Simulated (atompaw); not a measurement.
**LDA (PW92) PAW (atompaw) dataset for vanadium, non-relativistic all-electron reference.**

vanadium (V), PAW, made with atompaw 4.2.0.5 (LDA (PW92), non-relativistic). Core [Ar], reference 3d2 4s0 4p0 (charge +3). Waves: 4s (bound, empty): rc 2.55 bohr; 4s channel at -1.25 Ry: rc 2.55 bohr; 4p (bound, empty): rc 2.55 bohr; 4p channel at -0.25 Ry: rc 2.55 bohr; 3d (bound): rc 1.95 bohr; 3d channel at -1.85 Ry: rc 1.95 bohr. Local part: bessel scheme, radius 2.35 bohr. Core correction: smooth core density matched at 2.10 bohr. Augmentation charge: sinc compensation charge, radius 1.95 bohr; PAW radius 2.55 bohr; waves and projectors: custom polynom2 7 10 vanderbiltortho.

(1) Estimate the cutoffs (Ry, on a coarse ladder) from which the occupation-weighted sum of valence levels, in a spherical-Bessel basis at the reference potential, stays within 10 and 1 mRy of its value at 400 Ry.

(2) What does a ghost test show?

(3) Is the overlap operator S = 1 + Σ q|β⟩⟨β| positive definite (Bessel basis up to 400 Ry)?

Results:

(1) 21 Ry and 25 Ry.

(2) No extra level below or beside the all-electron valence levels (s, p, d, f tested).

(3) Yes: its lowest eigenvalue is 0.77 (s channel).
